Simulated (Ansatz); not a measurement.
Program: Ansatz. Geometries: PBE0-D4/def2-TZVP. ΔE: electronic, gas phase. CBS: MP2 limit from def2 TZ/QZ plus the TZ coupled-cluster correction, frozen cores. DFT in def2-TZVPP. Each species was taken in one conformer, which may not be the lowest.

`NC/C(F)=N/[SiH3]` → `C[C@@]1(F)N[Si@@H]1N`  (isomerisation)

CCSD(T)/CBS gives -0.39 eV.

**Question.** Another level gave -0.38 eV. Which?
A. ωB97M-V/def2-TZVPP
B. HF/def2-TZVPP
C. CCSD/def2-TZVPP
D. ωB97X-V/def2-TZVPP

**Answer.** A. ωB97M-V -0.38, ωB97X-V -0.34, CCSD/def2-TZVPP -0.27, HF/def2-TZVPP 0.04 eV.

Largest T1 diagnostic among the species: 0.013.

From PBE to PBE0 (25 % exact exchange), in def2-TZVPP and without D4, ΔE moves by −0.04 eV. In def2-TZVPP, CCSD(T) changes the Hartree–Fock value by −0.30 eV (the triples alone add +0.00 eV) and MP2 by −0.43 eV.
